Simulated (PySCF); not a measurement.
Compound: C₆H₁₂N (doublet state).
Z-matrix (Å and degrees, GFN2-xTB geometry), rows numbered from 1:
```
C 
C   1  1.5295
C   2  1.4851  1  116.71
C   3  1.4844  2   94.37  1  -120.19
C   4  1.5364  3  117.06  2   120.03
N   5  1.4530  4  109.65  3    81.91
C   4  1.5444  3   88.02  2     1.53
H   1  1.0877  2  110.36  3    50.88
H   1  1.0880  2  110.28  3   171.11
H   1  1.0877  2  110.20  3   -68.92
H   2  1.0982  1  107.95  3   129.80
H   3  1.0721  2  131.67  1    47.22
H   4  1.0965  3  114.48  2  -114.19
H   5  1.0949  4  108.92  3  -160.53
H   5  1.1039  4  109.01  3   -42.85
H   6  1.0147  5  109.82  4   -59.79
H   6  1.0144  5  110.54  4  -178.68
H   7  1.0877  2  113.30  1     5.09
H   7  1.0871  2  115.28  1  -121.85
```

The hyperfine couplings belong to this conformer and change with its torsions.

As a line formula: `C[C@@H]1[CH][C@H](CN)C1` [radical].

Level of theory: PySCF, UKS B3LYP, pcH-1 on C H N, non-relativistic, mean-field spin-orbit, GIAO. One conformer (not necessarily the lowest) at the GFN2-xTB geometry, without solvent, vibrations or thermal averaging. The geometry wasn't refined by DFT: couplings that depend on bond lengths, twists or pyramidal angles can differ widely from those at the functional's own minimum. No stability test was run, so a lower SCF solution isn't excluded.

(1) Predict the first-order ENDOR lines of H11, H13, H12, H14, H18, H15, H19 and H16/H17 under fast tumbling at B = 1206.3 mT (Q band).

(2) Which pairs are centred on the nuclear Larmor frequency, and which on half the coupling?

(3) At what field would the lower line of H11 fall to zero frequency?

Results:

(1) ν± = |νn ± a/2|, one line for each electron-spin manifold; νn = |g_N| × 7.62259 MHz/T × B.

```tsv
nuclei	isotope	g_N	νn (MHz)	a_iso (MHz)	lower line (MHz)	upper line (MHz)
H11	1H	5.5857	51.36	111.14	4.21	106.93
H13	1H	5.5857	51.36	110.70	3.99	106.71
H12	1H	5.5857	51.36	-61.31	20.70	82.02
H14	1H	5.5857	51.36	6.24	48.24	54.48
H18	1H	5.5857	51.36	-4.39	49.17	53.56
H15	1H	5.5857	51.36	-3.56	49.58	53.14
H19	1H	5.5857	51.36	-2.58	50.07	52.65
H16/H17	1H	5.5857	51.36	1.41	50.66	52.06
```

(2) Centred on νn, since |a| < 2νn: H12, H14, H18, H15, H19 and H16/H17. Centred on |a|/2 and split by 2νn: H11 and H13.

(3) Where νn = |a|/2, that is B = 55.57 MHz/(5.5857 × 7.62259 MHz/T) = 1310 mT, as far as first order holds there.

Means are taken over nuclei equivalent by connectivity, which assumes that they swap fast.

Largest spin populations (Mulliken): C3 (+1.01), C4 (-0.08) and C2 (-0.08). C3 is the only atom above +0.15. The positive populations add up to 1.21 and the negative ones to -0.21, together 2S = 1. The angles at C3 add up to 358.6°, so it is planar; its axial dipolar tensor and the negative coupling of its proton fit spin in a p orbital normal to that plane.
